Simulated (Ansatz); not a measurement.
`[NH2][Zr]([OH])([Cl])[Cl]`, charge 0, multiplicity 1.

Problem. Give a relaxed structure at PBE0-D4/def2-TZVP (the Gaussian-basis code of Ansatz). (An estimate is asked.)

Solution. The calculation gave: 
Z-matrix (Å, degrees):
```
Zr
O 1 1.895
Cl 1 2.363 2 112.3
N 1 2.005 2 105.6 3 118.7
Cl 1 2.363 2 112.3 3 -122.6
H 2 0.954 1 163.2 3 60.9
H 4 1.012 1 125.0 2 -179.8
H 4 1.011 1 125.7 2 0.2
```
Point group Cs.
